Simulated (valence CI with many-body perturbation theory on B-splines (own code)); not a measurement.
## Mo³⁷⁺: E2, E3, M1, M2 decay

Calculated by configuration interaction combined with many-body perturbation theory (CI+MBPT): three valence electrons over a frozen Dirac-Fock core [He], radial functions for each j: 11 s, 11 p, 9 d, 7 f, 5 g, 2 h, 1 i, with the one-electron correlation potential Σ1 (screened to all orders), the two-electron term Σ2, the three-electron term Σ3, Breit, model QED; selected single and double excitations, second order for the rest (own B-spline code, finite nucleus).

The last digits are not significant, and no measured levels were compared; by estimate large intervals hold to a few tenths of a per cent, small ones and those within an open d or f shell to about a per cent.

Lines 1 to 23 of 23 in falling wavelength, among levels below 251.12 Ry, chosen from the decays that carry over 1 % of a level's rate. Wavelengths and rates use the calculated energies. Electric multipoles are in the length gauge, E1 and E2 with the static RPA response of the core. S is in atomic units (e²a₀⁴ for E2 and M2, e²a₀⁶ for E3), for M1 in squared Bohr magnetons. Weak lines are less certain than strong ones. Lines between different terms over intervals too small for the method are left out, as are lines whose strength nearly cancels. The highest levels of a list are the least certain.

Levels are named by their leading jj configuration (3d3/2^4 stands for four electrons in 3d with j = 3/2), which in mixed levels can hold well under half, so a name can repeat and another be missing. Letters in brackets count levels of one name in rising energy.

| λ vac (nm) | Upper | Lower | Type | A (s⁻¹) | S (a.u.) |
| --- | --- | --- | --- | --- | --- |
| 14.08 | (2s 2p1/2 2p3/2) J=3/2 [a] | (2s 2p1/2^2) J=1/2 | M1 | 5.76e+06 | 2.38e+00 |
| 10.37 | (2s^2 2p3/2) J=3/2 | (2s^2 2p1/2) J=1/2 | M1 | 7.97e+06 | 1.32e+00 |
| 0.4372 | (2s 2p3/2 3p3/2) J=7/2 | (2s 2p3/2^2) J=3/2 | E2 | 1.19e+09 | 1.36e-05 |
| 0.4303 | (2s^2 3p1/2) J=1/2 | (2s^2 2p3/2) J=3/2 | E2 | 9.01e+10 | 2.37e-04 |
| 0.4288 | (2s 2p3/2 3p3/2) J=7/2 | (2s 2p3/2^2) J=5/2 | E2 | 2.19e+10 | 2.27e-04 |
| 0.4265 | (2s 2p1/2 3p3/2) J=5/2 | (2s 2p1/2 2p3/2) J=5/2 | E2 | 2.58e+10 | 1.95e-04 |
| 0.4255 | (2s^2 3p3/2) J=3/2 | (2s^2 2p3/2) J=3/2 | E2 | 3.93e+10 | 1.96e-04 |
| 0.4232 | (2s 2p3/2 3d5/2) J=9/2 | (2s 2p3/2^2) J=5/2 | M2 | 8.26e+08 | 1.00e-05 |
| 0.4232 | (2s 2p3/2 3d5/2) J=9/2 | (2s 2p3/2^2) J=5/2 | E3 | 3.03e+07 | 2.34e-05 |
| 0.4124 | (2s 2p3/2 3p3/2) J=7/2 | (2s 2p1/2 2p3/2) J=5/2 | E2 | 3.18e+10 | 2.70e-04 |
| 0.4123 | (2p1/2 2p3/2 3d3/2) J=7/2 | (2s 2p3/2^2) J=3/2 | E2 | 6.36e+09 | 5.42e-05 |
| 0.4108 | (2s 2p1/2 3p3/2) J=5/2 | (2s 2p1/2^2) J=1/2 | E2 | 4.92e+10 | 3.09e-04 |
| 0.4092 | (2s 2p3/2 3p3/2) J=7/2 | (2s 2p1/2 2p3/2) J=3/2 [a] | E2 | 3.67e+10 | 3.00e-04 |
| 0.4087 | (2s^2 3p3/2) J=3/2 | (2s^2 2p1/2) J=1/2 | E2 | 4.29e+10 | 1.75e-04 |
| 0.4071 | (2s 2p3/2 3d5/2) J=9/2 | (2s 2p1/2 2p3/2) J=5/2 | M2 | 7.63e+07 | 7.62e-07 |
| 0.4071 | (2s 2p3/2 3d5/2) J=9/2 | (2s 2p1/2 2p3/2) J=5/2 | E3 | 4.52e+07 | 2.66e-05 |
| 0.4041 | (2s 2p3/2 3d5/2) J=9/2 | (2s 2p1/2 2p3/2) J=3/2 [a] | E3 | 6.43e+07 | 3.60e-05 |
| 0.3949 | (2p1/2 2p3/2 3d3/2) J=7/2 | (2s 2p1/2 2p3/2) J=3/2 [b] | E2 | 5.76e+10 | 3.95e-04 |
| 0.3901 | (2p1/2 2p3/2 3d3/2) J=7/2 | (2s 2p1/2 2p3/2) J=5/2 | E2 | 1.40e+11 | 9.05e-04 |
| 0.3890 | (2p1/2 2p3/2 3d5/2) J=9/2 | (2s 2p1/2 2p3/2) J=5/2 | E2 | 2.36e+11 | 1.87e-03 |
| 0.3884 | (2p1/2 2p3/2 3d3/2) J=1/2 | (2s 2p1/2 2p3/2) J=3/2 [a] | E2 | 2.07e+11 | 3.27e-04 |
| 0.3878 | (2p1/2 2p3/2 3d5/2) J=7/2 | (2s 2p1/2 2p3/2) J=3/2 [a] | E2 | 2.16e+11 | 1.35e-03 |
| 0.3873 | (2p1/2 2p3/2 3d3/2) J=7/2 | (2s 2p1/2 2p3/2) J=3/2 [a] | E2 | 1.72e+10 | 1.07e-04 |
